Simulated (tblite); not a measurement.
Species: C₅H₁₂OSi.
SMILES with atom numbers: `[CH3:1][C@@H:2]([SiH3:3])[C@@H:4]([CH3:5])[CH:6]=[O:7]` (hydrogens: H8, H9, H10 on C1; H11 on C2; H12, H13, H14 on Si3; H15 on C4; H16, H17, H18 on C5; H19 on C6)

Structure optimised with GFN2-xTB, isolated species.

(1) Give the optimised bond lengths and angles.

Results:

(1) 
```tsv
bond	length (pm)
C1–C2	152.9
C2–Si3	191.7
C2–C4	153.2
C4–C5	153.6
C4–C6	150.4
C6=O7	119.9
C1–H8, C1–H9, C1–H10	108.8
C2–H11	109.5
Si3–H12, Si3–H13	146.0
Si3–H14	147.0
C4–H15	109.8
C5–H16, C5–H17, C5–H18	108.7
C6–H19	111.0
```

Bonds in one row agree within 1 pm and their mean is given. A selection of angles:
```tsv
angle	degrees
C2–C1–H8	110.6
C2–C1–H10	110.1
H8–C1–H9	108.6
H8–C1–H10	108.0
C1–C2–Si3	109.4
C1–C2–C4	111.9
C1–C2–H11	108.0
Si3–C2–C4	111.9
Si3–C2–H11	108.6
C4–C2–H11	106.9
C2–Si3–H12	107.3
C2–Si3–H13	114.5
C2–Si3–H14	106.4
H12–Si3–H13	111.1
H12–Si3–H14	109.3
H13–Si3–H14	108.1
C2–C4–C5	114.0
C2–C4–C6	110.7
C2–C4–H15	110.0
C5–C4–C6	107.5
C5–C4–H15	107.7
C6–C4–H15	106.7
C4–C5–H16	110.4
C4–C5–H18	110.7
H16–C5–H17	108.5
H17–C5–H18	108.8
C4–C6–O7	125.9
C4–C6–H19	113.5
O7–C6–H19	120.6
```

Dihedral angles: C1–C2–C4–C5 50° (synclinal); C2–C4–C6–O7 0° (synperiplanar).

Si3 (SiH3 silicon) is distorted tetrahedral (angles from 106.4° to 114.5°). The C–C distances run from 1.504 Å (C4–C6, drawn single) to 1.536 Å (C4–C5, drawn single), a spread of 0.032 Å. Of the pairs four or more bonds apart, Si3···O7 is among the closest relative to their van der Waals radii: 3.14 Å, 87 % of the sum of Bondi's values.

Point group: C1 (no symmetry element, even within 0.4 Å). GFN2-xTB frequencies show an imaginary mode (35i cm⁻¹), so the point is no minimum at that level. 3 starts were optimised and ended at 0.00, 0.01 and 0.02 kcal/mol (GFN2-xTB); the lowest of these is shown.

These are computed values.
